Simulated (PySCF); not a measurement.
**Which basis set comes closest?**

Molecule: SMILES CC(=O)c1cccs1, C6H6OS.

Atom-mapped SMILES (the numbers label the heavy atoms): `[CH3:1][C:2](=[O:3])[c:4]1[cH:5][cH:6][cH:7][s:8]1`. Each H is labelled by its parent atom.

Geometry PBE0-D3(BJ)/def2-SVP throughout; GIAO in PySCF 2.14.0 with density-fitted response routines, gas phase, one conformer, non-relativistic; equivalent atoms averaged; functional PBE0.

Reference values (estimated from measurements, as parent shift plus tabulated substituent increments; solution, not stated per compound (mostly CDCl3 or CCl4); Pretsch, Buehlmann, Badertscher, Structure Determination of Organic Compounds, 4th ed. (2009)): δ(H(C5)) = 7.69 ppm, δ(H(C6)) = 7.12 ppm, δ(H(C7)) = 7.63 ppm. Computed shifts are taken against TMS, calculated as an isolated molecule at each level.

How do the basis sets STO-3G, pcSseg-0, 6-31G, 6-31G*, cc-pVDZ, def2-SVP, pcSseg-1, aug-cc-pVDZ, 6-311+G(2d,p), def2-TZVP, cc-pVTZ perform against the reference? Times are CPU seconds on shared hosts with different chips, so compare them loosely.

Results:


| basis set | functions | H(C5) | H(C6) | H(C7) | mean abs. error H | core-s |
| --- | --- | --- | --- | --- | --- | --- |
| STO-3G | 50 | 7.03 | 6.33 | 6.71 | 0.79 | 5.7 |
| pcSseg-0 | 88 | 8.03 | 6.99 | 7.07 | 0.34 | 7.2 |
| 6-31G | 88 | 8.28 | 7.22 | 7.33 | 0.33 | 12 |
| 6-31G* | 128 | 7.95 | 7.00 | 7.06 | 0.32 | 21 |
| cc-pVDZ | 146 | 7.91 | 7.00 | 7.18 | 0.26 | 15 |
| def2-SVP | 146 | 7.92 | 6.92 | 6.99 | 0.36 | 14 |
| pcSseg-1 | 173 | 8.13 | 7.20 | 7.26 | 0.30 | 21 |
| aug-cc-pVDZ | 242 | 8.21 | 7.21 | 7.62 | 0.21 | 33 |
| 6-311+G(2d,p) | 260 | 8.22 | 7.21 | 7.55 | 0.23 | 60 |
| def2-TZVP | 290 | 8.21 | 7.24 | 7.50 | 0.26 | 45 |
| cc-pVTZ | 328 | 8.13 | 7.16 | 7.48 | 0.21 | 50 |

For ¹H the closest is aug-cc-pVDZ (0.21 ppm, with cc-pVTZ, 6-311+G(2d,p) practically level) and the furthest STO-3G (0.79 ppm). Where a smaller basis beats a larger one, errors probably cancel. One molecule is a small sample, and vibrational and solvent effects are absent from the calculation.

A small basis that lands close on one nucleus may do so by chance; judge by the trend and by all nuclei.
